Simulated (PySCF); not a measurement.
How methods differ on the excitation energy of Yb²⁺

Yb²⁺ [Xe] 4f14 (1S) → Yb²⁺ [Xe] 4f13 6p1 (high-spin determinant), as a difference of total energies. All numbers are calculated (PySCF 2.14, scalar relativity by spin-free X2C-1e, in cc-pVDZ-X2C (8s7p5d3f1g, 84 functions)). Correlated levels: valence: [Kr] 4d10 frozen. The calculations carry no spin-orbit coupling.

| method | excitation energy (cm⁻¹) |
| --- | --- |
| UHF | 47025 |
| MP2 (valence) | 83669 |
| SCS-MP2 (valence) | 78129 |
| CCSD (valence) | 69730 |
| CCSD(T) (valence) | 71368 |

A first-order spin-orbit estimate (lowest level to lowest level, LS coupling) adds -0.422 eV.

The basis was made for the ground configuration and has no added diffuse functions, so the excitation energy can come out too high.

The determinant of the upper state mixes LS terms, which raises its energy above the lowest term, most at the Hartree-Fock and MP2 levels.
